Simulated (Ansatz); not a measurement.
The pair A = C3H9Al (SMILES [CH3][Al]([CH3])[CH3]) (first 13 atoms), B = H2O (SMILES O); geometry from B3LYP-D3(BJ)/def2-TZVP.
(charge 0, multiplicity 1):
```xyz
16

C      0.00466     0.65506    -1.10180
Al     0.15315    -0.07140     0.73565
C      1.93290    -0.09291     1.57866
C     -1.15786    -1.44619     1.29854
H      0.46204    -0.02607    -1.82727
H      0.52357     1.61295    -1.22390
H     -1.03133     0.79668    -1.42949
H      1.88039    -0.25454     2.65983
H      2.48306     0.83887     1.41460
H      2.55348    -0.89854     1.17156
H     -1.22615    -1.54825     2.38786
H     -0.86995    -2.43432     0.92420
H     -2.16942    -1.26099     0.92023
O     -0.76452     1.52331     1.68625
H     -1.56022     1.24327     2.15725
H     -1.02381     2.20765     1.05545
```

Frozen-core correlation. MP2 and its Hartree–Fock in aug-cc-pV(Q+d)Z, aug-cc-pV(T+d)Z are density fitted.

Run with Ansatz (Gaussian basis) for Hartree–Fock, density functionals and correlated methods. Values without a source in brackets are computed.

The counterpoise-corrected interaction energy is E(AB) − E(A in the pair's basis) − E(B in the pair's basis). Total energies (hartree):

```tsv
level	AB	A in the pair's basis	B in the pair's basis
HF/aug-cc-pV(T+d)Z	-436.9145132	-360.8272030	-76.0599565
MP2/aug-cc-pV(T+d)Z	-437.8240421	-361.4632271	-76.3295190
HF/aug-cc-pV(Q+d)Z	-436.9289645	-360.8360112	-76.0651772
MP2/aug-cc-pV(Q+d)Z	-437.8893378	-361.5051217	-76.3518625
MP2/aug-cc-pV(D+d)Z	-437.6097885	-361.3190779	-76.2627377
CCSD(T)/aug-cc-pV(D+d)Z	-437.7006540	-361.3971086	-76.2758894
```

Q: Work out the counterpoise-corrected interaction energy at the basis-set limit: extrapolate the MP2 correlation part as X⁻³, take Hartree–Fock from the larger set, and add the CCSD(T) − MP2 difference of aug-cc-pV(D+d)Z.

A: 
1. Differences (1 hartree = 627.509 kcal/mol): HF/aug-cc-pV(T+d)Z -17.165; MP2/aug-cc-pV(T+d)Z -19.639; HF/aug-cc-pV(Q+d)Z -17.430; MP2/aug-cc-pV(Q+d)Z -20.302; MP2/aug-cc-pV(D+d)Z -17.553; CCSD(T)/aug-cc-pV(D+d)Z -17.354.
2. Correlation parts, MP2 less HF: -2.474 in aug-cc-pV(T+d)Z (X = 3), -2.872 in aug-cc-pV(Q+d)Z (X = 4).
3. Limit (4³·(-2.872) − 3³·(-2.474))/(4³ − 3³) = -3.163; with HF/aug-cc-pV(Q+d)Z it gives -20.593.
4. CCSD(T) less MP2 in aug-cc-pV(D+d)Z: 0.199.
Result: -20.39 kcal/mol, against -19.64 at MP2/aug-cc-pV(T+d)Z. It is an estimate of this method's limit, not of the exact value.

Ansatz is a quantum-chemistry and plane-wave program.
